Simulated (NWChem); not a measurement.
System: CrNH3SO2; SMILES [NH2][Cr](=[O])(=[O])[SH]

Input file for NWChem:

```
start job
memory heap 200 mb stack 900 mb global 1100 mb
geometry units angstroms noautoz
  Cr    -0.001775    -0.346185     0.114691
  O      1.281362    -0.729477     0.867864
  O     -1.298332    -0.728368     0.841712
  N      0.043258    -1.093184    -1.485637
  H      0.890598    -1.475277    -1.896667
  H     -0.800826    -1.358038    -1.986839
  S     -0.118385     1.860043    -0.032721
  H      1.185927     1.986838    -0.371266
end
basis spherical
  * library def2-svp
end
dft
  xc m06-l
  iterations 150
  mulliken
end
task dft energy
```

Coordinates come from a PBE0/def2-SVP optimisation. Not confirmed as a minimum by frequencies.

Problem. What results follow from this input? (M06-L/def2-SVP.) Quantities: energy (Ha); highest occupied level (eV); orbital gap (eV); dipole (D).

Solution. The energy (Ha) is -1649.28 and the highest occupied level (eV) is -6.48. The orbital gap (eV) comes out as 2.35 and the dipole (D) is 3.85.
